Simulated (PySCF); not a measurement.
C2H8ClNSi2, SMILES [Si@@H](C)(Cl)/C=N/[SiH3].

Geometry optimised at ωB97X-D3(BJ)/def2-SVP. The structure was generated by enumeration; whether it is a known compound was not checked. Other conformers were not sampled.

Two levels are set side by side: TDDFT-PBE/def2-SVPD (PySCF) and TDDFT-LC-ωPBE/def2-SVPD (PySCF). Vertical, same geometry. The lowest singlet is HOMO→LUMO 100 % with PBE and HOMO→LUMO 94 % with the other functional; states are paired by order. Differences are taken from unrounded values.

| quantity | TDDFT-PBE |
|---|---|
| lowest singlet excitation (eV) | 3.32 |
| lowest triplet excitation (TDA) (eV) | 2.69 |
| first bright state (f over 0.05) (eV) | 5.89 |
| its oscillator strength | 0.13 |

Task: These are the TDDFT-PBE values. What does TDDFT-LC-ωPBE give? (The exact figures need the calculation; the answer reports its results.)

Result: 
```csv
quantity,TDDFT-LC-ωPBE,TDDFT-PBE minus TDDFT-LC-ωPBE
lowest singlet excitation (eV),3.55,-0.23
lowest triplet excitation (TDA) (eV),2.85,-0.16
first bright state (f over 0.05) (eV),7.36,-1.47
its oscillator strength,0.32,-0.18
```

Functionals without exact exchange tend to place singlet excitations lower, as here. Differences between two approximate levels are no errors against the true value.

Rough cost on one machine, each run with all the roots and properties that it gave: TDDFT-LC-ωPBE against TDDFT-PBE about 9 times.
